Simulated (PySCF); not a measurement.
CH8GeSi. Atoms are numbered in the order given.

```xyz
11

Si     0.6627    -1.1492     0.0000
C     -0.7968    -2.3505     0.0000
Ge    -0.1048     1.1186     0.0000
H      1.5154    -1.3680     1.2078
H      1.5154    -1.3680    -1.2078
H     -0.4449    -3.3945     0.0000
H     -1.4258    -2.2002    -0.8915
H     -1.4258    -2.2002     0.8915
H      1.0693     2.1218     0.0000
H     -0.9730     1.4038    -1.2469
H     -0.9730     1.4038     1.2469
```
Charge 0, spin multiplicity 1.

The structure is a stationary point at B3LYP-D3(BJ)/def2-SVP. This is a generated structure with no PubChem entry under its InChIKey; it may be hypothetical.

Method: PBE/def2-TZVP in PySCF.

Symmetry labels are those of the subgroup Cs that the program uses (full group Cs).

Question: List the valence orbital energies around the gap with their symmetry. (The exact figures need the calculation; the answer reports its results.)

Answer: 
| orbital | symmetry | energy (eV) |
|---|---|---|
| HOMO−7 | A' | -12.12 |
| HOMO−6 | A" | -10.12 |
| HOMO−5 | A' | -10.04 |
| HOMO−4 | A" | -8.43 |
| HOMO−3 | A' | -8.37 |
| HOMO−2 | A" | -7.88 |
| HOMO−1 | A' | -7.82 |
| HOMO | A' | -6.85 |
| LUMO | A' | -0.53 |
| LUMO+1 | A' | -0.13 |
| LUMO+2 | A" | -0.08 |
| LUMO+3 | A' | 0.44 |
